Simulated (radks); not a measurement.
The copper ion Cu3+, configuration [Ne] 3s2 3d10 3p(up 2, down 2) (spins set by hand, not the high-spin state).

All-electron calculation, non-relativistic Kohn-Sham, PBE, spin-polarised, spherical densities, point nucleus. Program: a radial shooting solver on a logarithmic mesh with Libxc functionals.

Energy parts (eV):
total: -44430.244
kinetic: 44399.999
electron-nucleus: -105148.452
Hartree: 18093.363
exchange-correlation: -1775.153

Orbitals (lengths in bohr, moments of r in powers of bohr; <r^-3> diverges for s and p1/2; r(90%) holds 90 % of the orbital's charge):
orbital  occ.  eigenvalue (eV)  r(90%)  <r^-3>     <r^2>  <1/r>
1s          2        -8804.021  0.0942       -  0.003749  28.51
2s          2        -1090.476   0.369       -   0.06704  6.198
2p          6        -962.9948   0.339   676.2   0.05277  6.163
3s          2        -158.9713    1.07       -    0.5870  1.981
3p          4        -118.8362    1.13   87.85    0.6404  1.860
3d         10         -50.8218    1.42   9.248    0.9023  1.544

The highest occupied level is 3d at -50.822 eV. The density falls to 0.001 e/bohr^3 at r = 2.67 bohr. The electron density at the nucleus is 1.665e+04 e/bohr^3.
